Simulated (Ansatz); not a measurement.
Basis-set series for `C[CH](C)[Ga][SH]` radical. Total charge 0; spin multiplicity 2. The geometry is a stationary point of PBE0-D4/def2-TZVP. It is one conformer, not always the lowest.

```tsv
functional	basis	functions	energy (Eh)	HOMO (eV)	LUMO (eV)
PBE0-D4	def2-SVP	132	-2441.20088	-5.43	-2.55
PBE0-D4	def2-TZVPP	295	-2441.71406	-5.47	-2.59
ωB97M-V	def2-SVP	132	-2441.52301	-7.36	-0.94
ωB97M-V	def2-TZVPP	295	-2442.04221	-7.41	-1.01
```

(1) Give the rows for def2-QZVPP. (Best estimate.)

Results:

(1) Ansatz gave: 
```tsv
functional	basis	functions	energy (Eh)	HOMO (eV)	LUMO (eV)
PBE0-D4	def2-QZVPP	570	-2441.77607	-5.50	-2.64
ωB97M-V	def2-QZVPP	570	-2442.10252	-7.44	-1.11
```

HOMO and LUMO are taken over both spins. Scalar relativity is left out up to krypton.
